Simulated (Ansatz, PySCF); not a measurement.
Dissociation curve of H₃ClSi, SMILES [SiH3]Cl, singlet. The Si1–H5 bond (Si1 also carries Cl, H, H; H5 carries nothing else) is stretched with both fragments frozen at the PBE0/def2-TZVP optimised geometry.

- UMP2/3-21G = unrestricted MP2 (frozen core)/3-21G run with PySCF
- RKS-B3LYP/6-31G* = restricted B3LYP/6-31G*, spherical d in PySCF
- NEVPT2 = SC-NEVPT2 on CASSCF(2,2)/def2-TZVP, all electrons correlated run with PySCF
- UKS-PBE = unrestricted PBE/def2-TZVP (Ansatz, a program for electronic structure)

Energies are in kJ/mol, each relative to the lowest point of its own curve near equilibrium.

```json
[
 {"R / Å": "1.12", "UMP2/3-21G": "221.5", "RKS-B3LYP/6-31G*": "213.0", "NEVPT2": "206.0", "UKS-PBE": "209.5"},
 {"R / Å": "1.18", "UMP2/3-21G": "140.3", "RKS-B3LYP/6-31G*": "133.5", "NEVPT2": "129.2", "UKS-PBE": "132.2"},
 {"R / Å": "1.27", "UMP2/3-21G": "60.9", "RKS-B3LYP/6-31G*": "56.5", "NEVPT2": "54.8", "UKS-PBE": "57.2"},
 {"R / Å": "1.34", "UMP2/3-21G": "25.3", "RKS-B3LYP/6-31G*": "22.6", "NEVPT2": "21.9", "UKS-PBE": "23.7"},
 {"R / Å": "1.40", "UMP2/3-21G": "8.3", "RKS-B3LYP/6-31G*": "6.9", "NEVPT2": "6.6", "UKS-PBE": "7.8"},
 {"R / Å": "1.42", "UMP2/3-21G": "4.8", "RKS-B3LYP/6-31G*": "3.8", "NEVPT2": "3.7", "UKS-PBE": "4.5"},
 {"R / Å": "1.48", "UMP2/3-21G": "0.0", "RKS-B3LYP/6-31G*": "0.0", "NEVPT2": "0.0", "UKS-PBE": "0.0"},
 {"R / Å": "1.53", "UMP2/3-21G": "1.1", "RKS-B3LYP/6-31G*": "1.9", "NEVPT2": "1.9", "UKS-PBE": "1.1"},
 {"R / Å": "1.57", "UMP2/3-21G": "4.8", "RKS-B3LYP/6-31G*": "6.1", "NEVPT2": "6.0", "UKS-PBE": "4.5"},
 {"R / Å": "1.62", "UMP2/3-21G": "11.9", "RKS-B3LYP/6-31G*": "14.0", "NEVPT2": "13.7", "UKS-PBE": "11.4"},
 {"R / Å": "1.73", "UMP2/3-21G": "35.3", "RKS-B3LYP/6-31G*": "39.0", "NEVPT2": "38.0", "UKS-PBE": "33.8"},
 {"R / Å": "1.82", "UMP2/3-21G": "59.4", "RKS-B3LYP/6-31G*": "64.4", "NEVPT2": "62.6", "UKS-PBE": "57.1"},
 {"R / Å": "2.00", "UMP2/3-21G": "113.9", "RKS-B3LYP/6-31G*": "120.8", "NEVPT2": "117.1", "UKS-PBE": "109.6"},
 {"R / Å": "2.19", "UMP2/3-21G": "189.1", "RKS-B3LYP/6-31G*": "181.4", "NEVPT2": "174.4", "UKS-PBE": "166.5"},
 {"R / Å": "2.44", "UMP2/3-21G": "261.4", "RKS-B3LYP/6-31G*": "255.4", "NEVPT2": "240.5", "UKS-PBE": "236.0"},
 {"R / Å": "2.64", "UMP2/3-21G": "289.7", "RKS-B3LYP/6-31G*": "307.7", "NEVPT2": "282.7", "UKS-PBE": "284.6"},
 {"R / Å": "2.94", "UMP2/3-21G": "310.2", "RKS-B3LYP/6-31G*": "373.9", "NEVPT2": "327.4", "UKS-PBE": "335.8"},
 {"R / Å": "3.28", "UMP2/3-21G": "319.5", "RKS-B3LYP/6-31G*": "___", "NEVPT2": "355.8", "UKS-PBE": "361.0"},
 {"R / Å": "3.61", "UMP2/3-21G": "___", "RKS-B3LYP/6-31G*": "___", "NEVPT2": "369.0", "UKS-PBE": "370.3"},
 {"R / Å": "3.98", "UMP2/3-21G": "___", "RKS-B3LYP/6-31G*": "510.8", "NEVPT2": "375.3", "UKS-PBE": "374.1"},
 {"R / Å": "4.48", "UMP2/3-21G": "___", "RKS-B3LYP/6-31G*": "___", "NEVPT2": "378.1", "UKS-PBE": "375.7"}
]
```

Question: Some entries are withheld; supply them.

Answer: 
- 3.28, RKS-B3LYP/6-31G*: 432.6
- 3.61, UMP2/3-21G: 323.3
- 3.61, RKS-B3LYP/6-31G*: 475.5
- 3.98, UMP2/3-21G: 325.1
- 4.48, UMP2/3-21G: 326.0
- 4.48, RKS-B3LYP/6-31G*: 542.8

The unrestricted determinant behind UMP2/3-21G is spin-contaminated at 2.19 to 4.48 Å (<S²> up to 1.0, against 0.00 for a pure singlet). The restricted form behind RKS-B3LYP/6-31G* keeps the bonding electrons paired and can't separate into open-shell fragments. The unrestricted determinant behind UKS-PBE is spin-contaminated at 2.94 to 4.48 Å (<S²> up to 1.0, against 0.00 for a pure singlet).
